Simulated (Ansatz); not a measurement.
One change: `CB(F)[SeH]` becomes `CCB(C)F`.

Ansatz, PBE0-D4/def2-TZVP geometries, multiplicity 1. Each molecule was computed in one conformer, which needn't be the lowest.

Scalar relativity is left out up to krypton. Spin–orbit coupling is left out; it splits and shifts lone-pair levels of the heavy atoms by tenths of an eV.

```
                                      property  `CB(F)[SeH]`
         LUMO energy (ωB97M-V/def2-TZVPP) / eV          1.71
         HOMO–LUMO gap (B3LYP/def2-TZVPP) / eV          6.73
             LUMO energy (PBE/def2-TZVPP) / eV         -1.29
            LUMO energy (PBE0/def2-TZVPP) / eV         -0.34
zero-point energy (PBE0-D4/def2-TZVP) / kJ/mol         136.1
          HOMO–LUMO gap (PBE0/def2-TZVPP) / eV          7.17
```

Question: What does the change do to each property? (An estimate is asked.)

Answer: Computed: 
```tsv
property	`CCB(C)F`	shift
LUMO energy (ωB97M-V/def2-TZVPP) / eV	1.96	0.25
HOMO–LUMO gap (B3LYP/def2-TZVPP) / eV	8.03	1.30
LUMO energy (PBE/def2-TZVPP) / eV	-0.94	0.35
LUMO energy (PBE0/def2-TZVPP) / eV	0.11	0.45
zero-point energy (PBE0-D4/def2-TZVP) / kJ/mol	284.3	148.2
HOMO–LUMO gap (PBE0/def2-TZVPP) / eV	8.48	1.31
```

With PBE0 the HOMO falls by 0.86 eV and the LUMO rises by 0.45 eV, so the gap widens by about 1.31 eV. PBE moves the HOMO by -0.52 eV and ωB97M-V by -1.04 eV. The zero-point energy changes by 148.2 kJ/mol with +15 modes.

B3LYP here is the variant with VWN-RPA as its local correlation; programs differ in this.
